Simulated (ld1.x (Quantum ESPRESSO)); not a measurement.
# Pseudopotential generation for Zn: ultrasoft, PBE, scalar-relativistic.

Zn, ultrasoft, made with ld1.x (Quantum ESPRESSO) 7.5 (PBE, scalar-relativistic). Core [Ar], reference 3d10 4s1 4p0 (charge +1). Waves: 4s (bound): rcut 1.65, rcutus 1.75 bohr; 4s channel at 4.3 Ry: rcut 1.65, rcutus 1.75 bohr; 4p (bound, empty): rcut 1.75, rcutus 2.45 bohr; 4p channel at -0.15 Ry: rcut 1.75, rcutus 2.45 bohr; 3d (bound): rcut 1.20, rcutus 1.40 bohr; 3d channel at 2.95 Ry: rcut 1.20, rcutus 1.40 bohr. Local part: all-electron potential smoothed inside 1.70 bohr (lloc = -2). Core correction: Bessel-smoothed model core inside 1.40 bohr. Augmentation charge: PSQ, radius 1.35 bohr.

All-electron outer shells of the reference configuration (PBE, scalar-relativistic, ld1.x):

```tsv
shell	level (eV)	outermost node (bohr)	outermost maximum (bohr)
3p	-93.08	0.25	0.59
3d	-19.76	–	0.57
4s	-14.00	0.84	1.99
4p	-7.78	0.91	2.55
```

Problem. Estimate the cutoffs (Ry, on a coarse ladder) from which the occupation-weighted sum of valence levels, in a spherical-Bessel basis at the reference potential, stays within 10 and 1 mRy of its value at 400 Ry.

Solution. 55 Ry and 90 Ry.

Problem. Does the potential have ghost states?

Solution. No extra level below or beside the all-electron valence levels (s, p, d, f tested).

Problem. Is the overlap operator S = 1 + Σ q|β⟩⟨β| positive definite (Bessel basis up to 400 Ry)?

Solution. Yes: its lowest eigenvalue is 0.59 (s channel).

Problem. Which valence shell sets the plane-wave cutoff?

Solution. 3d: its level needs 55 Ry to come within 1 mRy, against 15 Ry for 4s.

Problem. Tests: 3d10 4s2 4p0; 3d10 4s0 4p0; 3d9 4s0 4p0; 3d10 4s0 4p1; 3d10 4s1.5 4p0; 3d10 4s1 4p1; 3d8 4s0 4p0. Which has the largest error in its energy relative to the reference configuration, and how large is it?

Solution. 3d8 4s0 4p0, with -1503 meV (all-electron minus pseudo) on +120.79 eV.
